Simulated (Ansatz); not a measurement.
Frontier orbitals of CH7BClNSi (`BN(C)[SiH2]Cl`).

The species carries charge 0 and has multiplicity 1. The geometry is a stationary point of PBE0-D4/def2-TZVP. It is one conformer, not always the lowest. Basis def2-TZVPP, the Gaussian-basis code of Ansatz.

Orbital energies of one run (eV). Highest occupied ones, from the top: -9.55, -10.13, -10.45, -10.78, -11.81, -12.14, -12.28, -13.27, -14.22, -14.35, -15.92, -17.56, -21.45, -25.52. Empty: 0.58, 1.38, 1.57, 2.02, 2.55, 2.77.

Which functional gave them?
A. BLYP
B. B3LYP
C. ωB97X-V
D. BHLYP

D. HOMO energies: BHLYP -9.55, ωB97X-V -10.78, BLYP -7.00, B3LYP -8.16 eV.

B3LYP here is the variant with VWN-RPA as its local correlation; programs differ in this.
